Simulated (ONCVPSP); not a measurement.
# Which change was made? (Pb, ONCV)

ONCVPSP 4.0.1 input, shortened (lines: element, Z, core and valence counts, functional; n l f; lmax; l rc ep ncon nbas qcut; lloc lpopt rc5 dvloc0; l nproj debl; icmod fcfact rcfact), PBEsol, fully relativistic:

```
  Pb 82.00   10    5  -116133      upf
    1    0    2.00
    2    0    2.00
    2    1    6.00
    3    0    2.00
    3    1    6.00
    3    2   10.00
    4    0    2.00
    4    1    6.00
    4    2   10.00
    4    3   14.00
    5    0    2.00
    5    1    6.00
    5    2   10.00
    6    0    1.50
    6    1    2.50
    2
    0    1.45    0.00    4    8    6.50
    1    1.40    0.00    4    7    8.30
    2    1.90    0.00    4    8    7.10
    4    5    1.35    4.00
    0    2    0.70
    1    2    1.10
    2    2    2.60
    0    0.00    0.00
```

Open shells are filled in proportion to 2j + 1.

Cutoffs, loose and tight: the cutoffs (Ha) at which the residual kinetic energy of the hardest occupied pseudo-wave falls to 1 and 0.1 mHa per electron. They do not see the model core or the augmentation charge, which bear on the density cutoff. Test errors are all-electron minus pseudo excitation energies from the reference, over the configurations 5s2 5p6 5d10 6s2 6p2; 5s2 5p6 5d10 6s2 6p1; 5s2 5p6 5d10 6s2 6p0; 5s2 5p6 5d9 6s2 6p2; variants that change the core or the reference have their own tests.

The base gives: outcome: generated; cutoff, loose: 28 Ha; cutoff, tight: 86 Ha; bound ghosts: none; GHOST(+) flags above zero: none; largest test error (meV): +11.

(1) After one change the result is: outcome: generated; cutoff, loose: 28 Ha; cutoff, tight: 86 Ha; bound ghosts: none; GHOST(+) flags above zero: none; largest test error (meV): +32. Which change was it?
A. d: rc 1.36
B. d: rc 1.6
C. d: rc 2.12
D. d: rc 2.66

Answers

(1) C. The others give: d: rc 2.66 → outcome: generated; cutoff, loose: 28 Ha; cutoff, tight: 86 Ha; bound ghosts: none; GHOST(+) flags above zero: none; largest test error (meV): +130 | d: rc 1.36 → outcome: generated; cutoff, loose: 28 Ha; cutoff, tight: 86 Ha; bound ghosts: none; GHOST(+) flags above zero: d3/2; largest test error (meV): -58 | d: rc 1.6 → outcome: generated; cutoff, loose: 28 Ha; cutoff, tight: 86 Ha; bound ghosts: none; GHOST(+) flags above zero: none; largest test error (meV): +1.1.
